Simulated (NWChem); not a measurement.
Molecule: SiH4O2; SMILES [SiH2](O)O

Computed with NWChem. The geometry was optimised at PBE0/def2-SVP. Level: M06-2X/def2-SVP with SMD, gas-phase geometry; reactions with the solvents are ignored. One conformer.

| SMD term (kcal/mol) | water | cyclohexane |
|---|---|---|
| distortion of the solute's density | 1.16 | 0.06 |
| polarisation | -11.38 | -2.13 |
| cavity, dispersion and structure | 2.37 | -0.74 |

**Question.** Sum the solvation free energies, find the transfer free energy from water to cyclohexane and the partition coefficient at 298.15 K.

**Answer.** 
1. ΔG(solv, water) = -7.85 kcal/mol and ΔG(solv, cyclohexane) = -2.81 kcal/mol (1 M gas to 1 M solution).
2. Transfer: -2.81 − (-7.85) = 5.04 kcal/mol.
3. log₁₀ K(cyclohexane/water) = −ΔG/(RT ln 10) = -5.04/1.364 = -3.7, so the model puts more of the solute in water.
4. Of the transfer energy, 8.15 kcal/mol is electrostatic and -3.11 comes from the non-electrostatic term. The two phases are taken as the pure solvents.
